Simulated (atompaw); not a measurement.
**PBEsol PAW (atompaw) dataset for boron, scalar-relativistic all-electron reference.**

* Element: B
* Generator: atompaw 4.2.0.5
* Type: PAW
* Functional: PBEsol
* Relativity: scalar-relativistic
* Frozen core: [He]
* Valence charge: 3
* Reference configuration: 2s1.5 2p1.5
* Partial waves: 2s (bound): rc 3.00 bohr; 2s channel at 3.4 Ry: rc 1.05 bohr; 2p (bound): rc 3.00 bohr; 2p channel at 1.75 Ry: rc 3.00 bohr; 3d channel at 0.35 Ry: rc 3.00 bohr; 3d channel at 2.25 Ry: rc 3.00 bohr
* Local potential: bessel scheme, radius 2.60 bohr
* Core correction: smooth core density matched at 2.00 bohr
* Augmentation charge: sinc compensation charge, radius 2.20 bohr; PAW radius 3.00 bohr; waves and projectors: custom polynom gramschmidtortho

(1) Estimate the cutoffs (Ry, on a coarse ladder) from which the occupation-weighted sum of valence levels, in a spherical-Bessel basis at the reference potential, stays within 10 and 1 mRy of its value at 400 Ry.

(2) What does a ghost test show?

(3) Is the overlap operator S = 1 + Σ q|β⟩⟨β| positive definite (Bessel basis up to 400 Ry)?

Results:

(1) 6 Ry and 8 Ry.

(2) No extra level below or beside the all-electron valence levels (s, p, d, f tested). The logarithmic derivative shows an extra or strongly shifted pseudo pole above the reference energy (s near -0.48 Ry).

(3) Yes: its lowest eigenvalue is 0.89 (p channel).
